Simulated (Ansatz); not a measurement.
Relaxation of ClFH$_{5}$NO$_{2}$Ti (11 atoms, charge 0, multiplicity 1), to a largest force component of 0.03 eV/Å in at most 50 steps.

Computed with RKS BLYP/def2-SVP (Ansatz).

```xyz
11
Properties=species:S:1:pos:R:3
Ti -0.660 -0.020 -0.617
Cl 0.387 -1.237 2.582
O 1.043 0.371 -0.159
H 1.442 -0.016 0.647
F -1.000 0.911 -2.088
N -0.851 -1.856 -1.028
H -1.340 -2.528 -0.425
H -0.315 -2.353 -1.749
O -1.889 0.331 0.771
H -2.698 0.868 0.668
H -0.701 -0.466 2.443
```

**Question.** Where does it end, and by what steps?

**Answer.** The forces met the threshold. The force dipped under the threshold on the way, but the program's further checks kept it going. After 29 steps the energy has fallen by 0.230 eV; H7 moved furthest, 1.40 Å.

```csv
step,energy less start (eV),largest force component (eV/Å),accepted
0,0.0000,0.864,yes
2,-0.1110,0.341,yes
4,-0.1337,0.413,yes
6,-0.1439,0.081,yes
8,-0.1478,0.041,yes
10,-0.1494,0.047,yes
12,-0.1504,0.040,yes
14,-0.1512,0.038,yes
16,-0.1509,0.293,no
18,-0.1552,0.211,yes
20,-0.1738,0.357,yes
22,-0.1914,0.844,yes
24,-0.2100,0.861,yes
26,-0.2264,0.227,yes
28,-0.2296,0.067,yes
29,-0.2303,0.026,yes
```

```xyz
11
Properties=species:S:1:pos:R:3
Ti -0.688 -0.220 -0.629
Cl 0.458 -0.240 3.060
O 1.021 -0.006 -0.146
H 1.291 -0.021 0.805
F -1.255 1.003 -1.788
N -0.861 -1.951 -1.358
H -1.731 -2.329 -1.754
H -0.109 -2.647 -1.426
O -1.722 -0.059 0.921
H -2.357 0.665 1.091
H -0.630 -0.192 2.270
```

Whether the end is a true minimum wasn't checked by a vibrational analysis.

Time of the run: 44 s on 4 threads of Intel(R) Xeon(R) 6975P-C (Granite Rapids), with other jobs on the host, peak memory 0.21 GiB.
